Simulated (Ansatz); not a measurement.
`B[BH][GeH3]` + `CSS` → `CS[S][GeH3]` + `BB` at 400 K and 1 bar (cleavage of the Ge–B bond).

Isolated molecules relaxed with PBE0-D4/def2-TZVP in Ansatz; ΔE leaves out vibrations. CCSD(T)/CBS is the MP2 limit (def2-TZVPP, def2-QZVPP) plus CCSD(T) − MP2 in def2-TZVPP, frozen cores. For Ge outer-core shells are correlated without core-valence functions, which leaves a few kJ/mol of doubt a bond. Scalar relativity is left out up to krypton. Each species was taken in one conformer, which may not be the lowest.

| species | CCSD(T)/CBS energy (Eh) | H − E (kJ/mol) | S (J/(mol·K)) |
| --- | --- | --- | --- |
| `B[BH][GeH3]` | -2129.23902 | 172.1 | 357.2 |
| `CSS` | -836.00794 | 149.0 | 316.6 |
| `CS[S][GeH3]` | -2913.33841 | 201.9 | 399.1 |
| `BB` | -51.92346 | 119.9 | 250.5 |

H − E and S are ideal-gas, rigid-rotor, harmonic terms from PBE0-D4/def2-TZVP, for one conformer and one mirror image of each species. 1 Eh = 2625.50 kJ/mol, R = 8.31446 J/(mol·K).

**Question.** By hand: ΔE, ΔH, ΔS and ΔG.

**Answer.** ΔE = (-2913.33841) + (-51.92346) − (-2129.23902) − (-836.00794) = -0.01491 Eh = -39.1 kJ/mol. Δ(H − E) = 201.9 + 119.9 − 172.1 − 149.0 = 0.7, so ΔH = -38.4 kJ/mol. ΔS = 399.1 + 250.5 − 357.2 − 316.6 = -24.2 J/(mol·K). ΔG = -38.4 − 400 × (-24.2)/1000 = -28.7 kJ/mol.

**Question.** By hand: the equilibrium constant, and the temperature at which ΔG would vanish if ΔH and ΔS stayed fixed.

**Answer.** log₁₀ K = −ΔG/(RT ln 10) = 3.7. ΔG = 0 at ΔH/ΔS = 1587 K.

ΔH outweighs TΔS. A doubt of 5 kJ/mol in ΔE shifts log₁₀ K by 0.7 here. Other conformers and mirror images would add mixing entropy, several J/(mol·K) or more a flexible species. These are equilibria of isolated gas molecules and say nothing of rates. Largest T1 diagnostic: 0.013 (customary marks: 0.02 for closed shells, 0.045 for open ones).
